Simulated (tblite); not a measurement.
Compound: C₄H₆GeN₂O.
Numbering: `[GeH3:1]/[CH:2]=[CH:3]/[c:4]1[n:5][cH:6][o:7][n:8]1` (hydrogens: H9, H10, H11 on Ge1; H12 on C2; H13 on C3; H14 on C6)

Computed with GFN2-xTB (tblite), gas phase: L-BFGS steps from a force-field or distance-geometry start until the largest atomic force falls under 0.01 eV/Å.

At the end of the run (lengths in Å): Ge1–H9 1.491, N5–C6 1.288, Ge1–H11 1.493, C4–N8 1.310, C6–H14 1.071, O7–N8 1.357, C3–C4 1.441, Ge1–C2–C3 124.1°, N5–C4–N8 112.2°, C4–N5–C6 102.7°, N5–C6–O7 113.3°, Ge1–C2–C3–C4 180°, C2–C3–C4–N5 0°, H9–Ge1–C2–C3 0°, H12–C2–Ge1–H9 180°.

Question: These geometries were met on the way; a selection of coordinates is given. Order them by energy above the end point, lowest first.
A. Ge1–H9 1.509, N5–C6 1.285, Ge1–H11 1.497, C4–N8 1.310, C6–H14 1.078, O7–N8 1.370, C3–C4 1.457, Ge1–C2–C3 120.7°, N5–C4–N8 112.0°, C4–N5–C6 102.9°, N5–C6–O7 113.3°, Ge1–C2–C3–C4 180°, C2–C3–C4–N5 0°, H9–Ge1–C2–C3 14°, H12–C2–Ge1–H9 -165°
B. Ge1–H9 1.559, N5–C6 1.350, Ge1–H11 1.547, C4–N8 1.360, C6–H14 1.090, O7–N8 1.314, C3–C4 1.477, Ge1–C2–C3 116.5°, N5–C4–N8 104.9°, C4–N5–C6 109.7°, N5–C6–O7 106.5°, Ge1–C2–C3–C4 180°, C2–C3–C4–N5 -3°, H9–Ge1–C2–C3 16°, H12–C2–Ge1–H9 -166°
C. Ge1–H9 1.491, N5–C6 1.288, Ge1–H11 1.490, C4–N8 1.312, C6–H14 1.068, O7–N8 1.354, C3–C4 1.441, Ge1–C2–C3 121.7°, N5–C4–N8 112.1°, C4–N5–C6 102.6°, N5–C6–O7 113.5°, Ge1–C2–C3–C4 180°, C2–C3–C4–N5 0°, H9–Ge1–C2–C3 14°, H12–C2–Ge1–H9 -165°
D. Ge1–H9 1.545, N5–C6 1.294, Ge1–H11 1.531, C4–N8 1.312, C6–H14 1.114, O7–N8 1.359, C3–C4 1.484, Ge1–C2–C3 118.0°, N5–C4–N8 108.6°, C4–N5–C6 106.0°, N5–C6–O7 111.1°, Ge1–C2–C3–C4 180°, C2–C3–C4–N5 -2°, H9–Ge1–C2–C3 16°, H12–C2–Ge1–H9 -166°
E. Ge1–H9 1.527, N5–C6 1.290, Ge1–H11 1.512, C4–N8 1.304, C6–H14 1.092, O7–N8 1.373, C3–C4 1.472, Ge1–C2–C3 119.7°, N5–C4–N8 111.0°, C4–N5–C6 103.9°, N5–C6–O7 112.5°, Ge1–C2–C3–C4 180°, C2–C3–C4–N5 -1°, H9–Ge1–C2–C3 15°, H12–C2–Ge1–H9 -166°

Answer: C (0.032 eV), A (0.073 eV), E (0.124 eV), D (0.230 eV), B (0.572 eV).

```csv
step,E above end (eV),"rms distance from the end, all atoms (Å)",largest force (eV/Å),rms shift of all bonds from the end (Å)
5,0.032,0.150,0.433,0.004
3,0.073,0.154,0.646,0.012
2,0.124,0.158,0.821,0.019
1,0.230,0.162,1.395,0.026
0,0.572,0.167,3.344,0.037
```

Rows stand in the order of the answer.
